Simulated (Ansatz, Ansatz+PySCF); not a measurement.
```xyz
2

Si    0.0000    0.0000    0.0000
N     0.0000    0.0000    1.4934
```

Basis set: def2-SVP (spherical functions). Correlated methods keep 6 orbitals frozen. Correlation on ROHF uses semicanonical orbitals with singles. Charge 0, multiplicity 2.

Computed with Ansatz (development build ahead of 0.2.0); the reference of a correlated method needn't be the lowest determinant of its kind.

Q: Give the atomization energy at this shape (free ground-state atoms in the same class of orbitals less the molecule, no zero-point energy) of doublet SiN by ROHF-CCSD(T), UHF-CCSD(T), UHF-MP2, ROHF-MP2, ROHF, UHF.

A:

```json
{"method": "ROHF-CCSD(T)", "atomization energy": "3.56 eV"}
{"method": "UHF-CCSD(T)", "atomization energy": "3.53 eV"}
{"method": "UHF-MP2", "atomization energy": "3.29 eV"}
{"method": "ROHF-MP2", "atomization energy": "2.93 eV"}
{"method": "ROHF", "atomization energy": "0.76 eV"}
{"method": "UHF", "atomization energy": "0.85 eV"}
```

Caution for UHF-CCSD(T), UHF-MP2, UHF: the unrestricted determinant is spin contaminated. Caution for ROHF-MP2: another reference gives a lower total.
